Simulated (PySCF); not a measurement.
## Correlation energy of Au+ (gold, charge +1)

[Xe] 4f14 5d9 6p1, one real determinant (an excited configuration). Calculation: PySCF 2.14, in aug-cc-pVDZ-PP with ECP60MDF (5s5p4d2f, 54 functions); a scalar-relativistic core potential. Frozen: 5s2 5p6; 10 electrons correlated.

| level | correlation energy (mhartree) |
| --- | --- |
| CCSD | -229.87 |
| (T) | -6.01 |
| CCSD(T) | -235.88 |

Diagnostics: T1 = 0.012, D1 = 0.0447, largest double amplitude 0.053.

Task: Is a single reference adequate?

Result: Yes, within this model without spin-orbit coupling: T1 lies below 0.03 and no double amplitude reaches 0.07.

The reference is one real determinant that mixes LS terms of this configuration.
